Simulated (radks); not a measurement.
Effect of the nuclear size on neutral samarium, [Xe] 4f6 6s2. Method: Dirac Kohn-Sham, LDA (Slater exchange, Perdew-Wang correlation), spin-unpolarised, spherical densities, finite nucleus; open shells fill j = l - 1/2 first; Fermi nuclear charge, rms radius 5.0819 fm; computed with a radial shooting solver on a logarithmic mesh with Libxc functionals. The rms radius is varied about that value; shifts are against it.

| rms radius (fm) | total energy shift (eV) | density at nucleus (e/bohr^3) | 1s1/2 shift (meV) | 2s1/2 shift (meV) | 5s1/2 shift (meV) | 5p1/2 shift (meV) | 6s1/2 shift (meV) | 4f5/2 shift (meV) | 6p1/2 (empty) shift (meV) |
|---|---|---|---|---|---|---|---|---|---|
| 4.5534 | -3.30 | 5.451e+05 | -1370 | -173 | -1.27 | 0.176 | -0.058 | 0.276 | 0.054 |
| 4.8329 | -1.59 | 5.374e+05 | -658 | -83.2 | -0.613 | 0.085 | -0.028 | 0.133 | 0.026 |
| 5.0819 | 0 | 5.31e+05 | 0.000 | 0.000 | 0.000 | 0.000 | 0.000 | 0.000 | 0.000 |
| 5.5342 | 3.04 | 5.203e+05 | 1260 | 159 | 1.17 | -0.162 | 0.053 | -0.254 | -0.049 |
| 6.2761 | 8.46 | 5.049e+05 | 3500 | 443 | 3.26 | -0.450 | 0.148 | -0.707 | -0.138 |

Slopes of the eigenvalues against <r^2> in GHz/fm^2, as finite differences over the two radii next to the reference (eigenvalue slopes, not the field-shift constants of lines): 1s1/2 63700, 2s1/2 8060, 5s1/2 59.4, 5p1/2 -8.20, 6s1/2 2.70, 4f5/2 -12.9, 6p1/2 (empty) -2.51.
